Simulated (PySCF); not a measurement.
# Working out the excitation energy of Ne⁺

Ne⁺ [He] 2s2 2p5 (2P) → Ne⁺ [He] 2s1 2p5 3s1 (4P). Calculation: PySCF 2.14, in aug-cc-pVDZ-DK (4s3p2d, 23 functions); scalar relativity by spin-free X2C-1e. Frozen: 1s2. Energies in hartree (1 hartree = 27.21139 eV):

```tsv
part	Ne⁺ (lower)	Ne⁺ (upper)
UHF	-127.904092	-125.954568
CCSD correlation	-0.153633	-0.172836
(T)	-0.001654	-0.004617
```

What does Hartree-Fock give?

(-125.954568) − (-127.904092) = 1.949524 hartree = 53.049 eV.

What do CCSD and CCSD(T) give?

The CCSD correlation energies differ by -0.019203 hartree = -0.523 eV and the triples by -0.002963 hartree = -0.081 eV, so CCSD gives 52.526 eV and CCSD(T) 52.445 eV.

The upper state lies above the first ionisation limit, where it may autoionise and the basis confines it. A Rydberg-like electron needs more diffuse functions than a valence basis has.

A double-zeta basis recovers only part of the correlation energy.

The coupled-cluster amplitudes are large, so a single reference is strained.
